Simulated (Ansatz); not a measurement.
`[OH][GeH2][SiH2]S` at its PBE0-D4/def2-TZVP geometry, where that method's forces vanish. Charge 0, multiplicity 1.

```xyz
10

O     1.3720   -1.0960    0.4655
Ge   -0.3674   -1.1023    0.0109
Si   -0.6443    1.1818   -0.6041
S     0.5851    2.2834    0.7510
H     1.6623   -1.9154    0.8713
H    -0.5845   -2.1329   -1.1186
H    -1.2008   -1.5285    1.2386
H    -0.2644    1.3837   -2.0280
H    -2.0454    1.6401   -0.4263
H     1.4875    1.2860    0.8397
```

(1) What forces (eV/Å) does ωB97M-V/def2-TZVPP give on these atoms in Ansatz? (An estimate is asked.)

## Answers

(1) Computed: 
```
O1   0.063 -0.064  0.046
Ge2 -0.187  0.010 -0.055
Si3 -0.103 -0.028 -0.130
S4   0.073 -0.067  0.017
H5   0.019  0.044 -0.018
H6   0.018  0.078  0.090
H7   0.067  0.029 -0.091
H8  -0.045 -0.026  0.173
H9   0.160 -0.055 -0.022
H10 -0.067  0.079 -0.009
```
